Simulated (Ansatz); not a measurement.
Consider the ligand exchange at the Si–N bond: `N[SiH](O)[SiH2]F` + HI → `O[SiH](I)[SiH2]F` + NH₃.

Program: Ansatz. Geometries: PBE0-D4/def2-TZVP. ΔE: electronic, gas phase. CBS: MP2 limit from def2 TZ/QZ plus the TZ coupled-cluster correction, frozen cores. This one scheme is used for every species. Functionals use def2-TZVPP. Elements past krypton have def2 core potentials. For I outer-core shells are correlated without core-valence functions, which leaves a few kJ/mol of doubt a bond. Each species was taken in one conformer, which may not be the lowest.

`N[SiH](O)[SiH2]F`:

```xyz
11

N    -1.420    1.104    0.342
Si    0.250    0.763    0.213
O     1.118    0.546    1.602
Si    0.402   -1.226   -1.038
F     1.330   -2.253   -0.204
H    -1.751    2.014    0.618
H    -2.097    0.388    0.547
H     0.856    1.958   -0.420
H     1.223   -0.349    1.928
H     1.011   -1.058   -2.384
H    -0.924   -1.886   -1.205
```

HI:

Cartesian coordinates in Å:
```
I -0.348 -0.717 0.111
H 0.348 0.717 -0.111
```

`O[SiH](I)[SiH2]F`:

```xyz
9

O     1.874    0.068    0.505
Si    0.652    0.011   -0.589
I     0.429    2.134   -1.798
Si   -1.302   -0.320    0.664
F    -2.544   -0.371   -0.349
H     2.759    0.276    0.196
H     0.903   -1.006   -1.644
H    -1.501    0.812    1.603
H    -1.270   -1.603    1.412
```

NH₃:

```xyz
4

N     0.101   -0.116    0.236
H     0.837    0.080   -0.432
H    -0.565   -0.723   -0.224
H    -0.373    0.760    0.421
```

```
             level  ΔE (kJ/mol)  difference from CCSD(T)/CBS
            PBE-D4        -38.5                         -0.8
         r2SCAN-D4        -35.0                          2.7
           PBE0-D4        -39.4                         -1.7
           ωB97X-V        -30.6                          7.1
            B2PLYP        -30.7                          7.0
               PBE        -36.2                          1.5
            r2SCAN        -34.7                          3.0
     HF/def2-QZVPP        -30.3                          7.4
SCS-MP2/def2-QZVPP        -37.3                          0.4
     MP2/CBS(def2)        -46.2                         -8.5
       CCSD(T)/CBS        -37.7                            0
```

Largest T1 diagnostic among the species: 0.012.

The D4 term adds −4.3 kJ/mol with B3LYP and −2.3 kJ/mol with PBE0; it sums over pairs of atoms, weighted by their polarisabilities, and B3LYP, whose exchange is more repulsive, gets the larger term.

B3LYP here is the variant with VWN-RPA as its local correlation; programs differ in this.
